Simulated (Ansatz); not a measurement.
B3LYP has the VWN-RPA correlation part, as in Gaussian. 

Cartesian coordinates (Å):
```xyz
12

C      1.9480    -0.8245    -0.4899
C      1.2374    -0.1864     0.4470
Ge    -0.6313     0.1991     0.1912
O     -1.7001    -0.6347     1.3354
O     -1.0084    -0.3155    -1.4705
O     -1.0835     1.9071     0.4415
H      3.0129    -1.0458    -0.3551
H      1.4877    -1.1522    -1.4273
H      1.7097     0.1342     1.3823
H     -2.3194    -0.0109     1.7398
H     -1.9368    -0.5673    -1.5644
H     -0.7163     2.4969    -0.2301
```
Charge 0, multiplicity 1.

### Question
Predict the HOMO–LUMO gap, LUMO, total energy, dipole moment and HOMO from B3LYP-D3(BJ)/def2-TZVP // B3LYP-D3(BJ)/def2-SVP in Ansatz (an electronic-structure program).

### Answer

The HOMO–LUMO gap is 7.07 eV and the LUMO is -0.98 eV. The total energy comes out as -2382.7615 Ha. The dipole moment comes out as 0.231 e·Å and the HOMO is -8.05 eV.
